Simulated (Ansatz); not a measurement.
Consider the redistribution: `C[O][In]([F])[F]` + `BC=C` → `C=[CH][In]([F])[F]` + `BOC`.

Isolated molecules relaxed with PBE0-D4/def2-TZVP in Ansatz; ΔE leaves out vibrations. CCSD(T)/CBS is the MP2 limit (def2-TZVPP, def2-QZVPP) plus CCSD(T) − MP2 in def2-TZVPP, frozen cores. DFT in def2-TZVPP. Elements past krypton have def2 core potentials. For In outer-core shells are correlated without core-valence functions, which leaves a few kJ/mol of doubt a bond. One conformer a species, not always the lowest.

```csv
species,r2SCAN-D4 energy (Eh)
`C[O][In]([F])[F]`,-505.07936
`BC=C`,-103.98523
`C=[CH][In]([F])[F]`,-467.93258
`BOC`,-141.17687
```

Problem. Work out ΔE.

Solution. ΔE = (-467.93258) + (-141.17687) − (-505.07936) − (-103.98523) = -0.04486 Eh = -117.8 kJ/mol. CCSD(T)/CBS gives -118.0 kJ/mol.

Largest T1 diagnostic among the species: 0.017.

From r2SCAN to r2SCAN0 (25 % exact exchange), in def2-TZVPP and without D4, ΔE moves by −4.7 kJ/mol. At CCSD(T), def2-SVP lies −8.9 kJ/mol from the extrapolated value and def2-TZVPP −4.5 kJ/mol. Leaving LDA and LC-ωPBE aside and taking each functional with its dispersion term where it has one, the values, not all of them listed here, spread over 15.2 kJ/mol, from CAM-B3LYP-D4 to B97M-V. LDA lies −16.9 kJ/mol from PBE without D4.
